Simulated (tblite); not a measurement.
Species: C₅H₈B₂Cl₂O.
Atom-mapped SMILES: `[BH2:1][O:2][BH:3][C@H:4]([C:5]#[C:6][CH3:7])[CH:8]([Cl:9])[Cl:10]` (hydrogens: H11, H12 on B1; H13 on B3; H14 on C4; H15, H16, H17 on C7; H18 on C8)

Computed with GFN2-xTB (tblite), gas phase: L-BFGS steps from a force-field or distance-geometry start until the largest atomic force falls under 0.01 eV/Å.

Step 35: E = -828.3404 eV
```
atom  x, y, z in Å  |  force x, y, z in eV/Å
B1     -2.7134    1.7099    0.1309   -0.033  -0.066   0.043
O2     -2.0471    1.0025   -0.7668    0.079  -0.320   0.385
B3     -1.4170   -0.1269   -1.0293   -0.270   0.196  -0.212
C4     -0.4213   -0.8920   -0.0023    0.038  -0.075  -0.058
C5      0.7835   -0.1341    0.2455    0.073   0.248  -0.089
C6      1.7895    0.4957    0.3964   -0.020   0.114  -0.010
C7      2.8993    1.3961    0.5702    0.116   0.134   0.034
C8     -0.0109   -2.2302   -0.5935   -0.010  -0.220   0.003
Cl9    -1.4372   -3.2530   -0.8787   -0.012  -0.037  -0.032
Cl10    1.0918   -3.1183    0.4874    0.056   0.012   0.009
H11    -3.0430    1.1940    1.1520   -0.136   0.082  -0.245
H12    -3.0163    2.8237   -0.1140    0.242  -0.068   0.047
H13    -1.6014   -0.6232   -2.0879   -0.048   0.098   0.082
H14    -0.8889   -1.0573    0.9751   -0.215  -0.012  -0.061
H15     3.0675    1.9313   -0.3644    0.084   0.030   0.021
H16     2.6440    2.1132    1.3500    0.085   0.048   0.018
H17     3.8087    0.8707    0.8539   -0.012  -0.059  -0.005
H18     0.5036   -2.0957   -1.5497   -0.018  -0.106   0.070
```

Step 36: E = -828.3623 eV
```
atom  x, y, z in Å  |  force x, y, z in eV/Å
B1     -2.7189    1.7143    0.1431    0.036  -0.089  -0.115
O2     -2.0611    0.9735   -0.7296    0.093  -0.157   0.145
B3     -1.4128   -0.1279   -1.0353   -0.289   0.172   0.011
C4     -0.4211   -0.8950   -0.0207    0.164  -0.009   0.093
C5      0.7740   -0.1273    0.2306    0.083   0.188  -0.032
C6      1.7764    0.5031    0.3935    0.153   0.224   0.012
C7      2.8932    1.3954    0.5704    0.155   0.187   0.033
C8     -0.0031   -2.2359   -0.5960   -0.066  -0.145  -0.021
Cl9    -1.4314   -3.2477   -0.8673   -0.142  -0.150  -0.095
Cl10    1.0915   -3.1278    0.4794    0.146   0.002   0.121
H11    -3.0601    1.2154    1.1530   -0.270  -0.018   0.032
H12    -2.9991    2.8306   -0.1114    0.270  -0.040   0.015
H13    -1.5748   -0.6362   -2.0763   -0.213   0.093  -0.256
H14    -0.9115   -1.0414    0.9465   -0.154  -0.093   0.033
H15     3.0780    1.9349   -0.3570    0.027   0.029  -0.061
H16     2.6582    2.1176    1.3498   -0.011   0.052   0.063
H17     3.8010    0.8708    0.8529    0.026  -0.169   0.019
H18     0.5130   -2.1102   -1.5506   -0.010  -0.079   0.005
```

Problem. Estimate the geometry and energy of step 37. (The exact step hangs on the optimiser's Hessian estimate; all steps are aligned on step 36, rigid shifts and turns removed.)

Solution. E = -828.3767 eV, largest force 0.450 eV/Å
```
atom  x, y, z in Å  |  force x, y, z in eV/Å
B1     -2.7092    1.6993    0.1400   -0.115   0.016   0.050
O2     -2.0763    0.9531   -0.7399    0.051   0.119   0.146
B3     -1.4253   -0.1330   -1.0482   -0.134  -0.168  -0.120
C4     -0.4200   -0.8788   -0.0251    0.074   0.004   0.081
C5      0.7721   -0.1110    0.2292    0.208   0.239   0.002
C6      1.7859    0.5002    0.4025    0.022   0.153  -0.014
C7      2.9007    1.3956    0.5734    0.163   0.154   0.027
C8     -0.0023   -2.2232   -0.5959   -0.084  -0.093   0.052
Cl9    -1.4416   -3.2232   -0.8591   -0.075  -0.184  -0.106
Cl10    1.0878   -3.1149    0.4864    0.118   0.011   0.080
H11    -3.0859    1.1483    1.1209   -0.255   0.214  -0.092
H12    -2.9287    2.8498   -0.0739    0.282  -0.342   0.080
H13    -1.6048   -0.6801   -2.0698   -0.202   0.181  -0.226
H14    -0.9302   -1.0081    0.9381   -0.062  -0.141  -0.041
H15     3.0757    1.9298   -0.3582    0.054   0.054  -0.067
H16     2.6631    2.1184    1.3502   -0.001   0.080   0.082
H17     3.8125    0.8762    0.8545    0.008  -0.159   0.012
H18     0.5178   -2.0922   -1.5499   -0.054  -0.137   0.053
```

The energy changes by -0.0143 eV. The first-order estimate −F·Δx gives -0.0291 eV and the mean of the old and new forces, exact on a quadratic surface, -0.0134 eV. The step makes an angle of 78° with the force vector and moves no atom by more than 0.082 Å.

The cost below is that of the whole relaxation. On one thread, Intel Xeon Platinum 8488C (x86_64), shared host, this took 2.0 s of wall time.
